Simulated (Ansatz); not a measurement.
Relaxation of BF2H3OSSi (9 atoms, charge 0, multiplicity 1), to a largest force component of 0.015 eV/Å in at most 40 steps.

All numbers below come from Ansatz 0.2.0, RKS B3LYP/6-31G.

```xyz
9
Properties=species:S:1:pos:R:3
O 1.988 0.209 0.604
B 0.750 -0.593 0.479
F -0.303 -0.120 -0.374
Si 0.537 -2.192 1.458
F 0.610 -1.964 3.117
S 2.020 -3.669 0.853
H 2.572 -0.067 -0.118
H -0.802 -2.774 1.148
H 1.600 -3.636 -0.529
```

Where does it end, and by what steps?

The forces met the threshold. Limits of this set-up: no polarisation functions. After 30 steps the energy has fallen by 1.371 eV; H9 moved furthest, 1.63 Å.

```tsv
step	energy less start (eV)	largest force component (eV/Å)	accepted
0	0.0000	4.583	yes
2	-0.7224	1.551	yes
4	-0.9870	1.935	yes
6	-1.2008	0.312	yes
8	-1.2520	0.216	yes
10	-1.2941	0.642	yes
12	-1.3589	0.201	yes
14	-1.3660	0.072	yes
16	-1.3684	0.024	yes
18	-1.3692	0.054	yes
20	-1.3702	0.042	yes
22	-1.3707	0.085	yes
24	-1.3712	0.025	yes
26	-1.3714	0.021	yes
28	-1.3715	0.022	yes
30	-1.3715	0.006	yes
```

```xyz
9
Properties=species:S:1:pos:R:3
O 2.154 0.072 0.474
B 0.894 -0.420 0.417
F -0.112 0.301 -0.186
Si 0.493 -2.249 1.179
F 0.596 -2.232 2.887
S 2.029 -3.620 0.315
H 2.390 0.942 0.100
H -0.878 -2.774 0.879
H 1.408 -4.824 0.574
```

The run took 2.4 min on 1 thread of Arm Neoverse V2, on a shared host, peak memory 0.19 GiB.
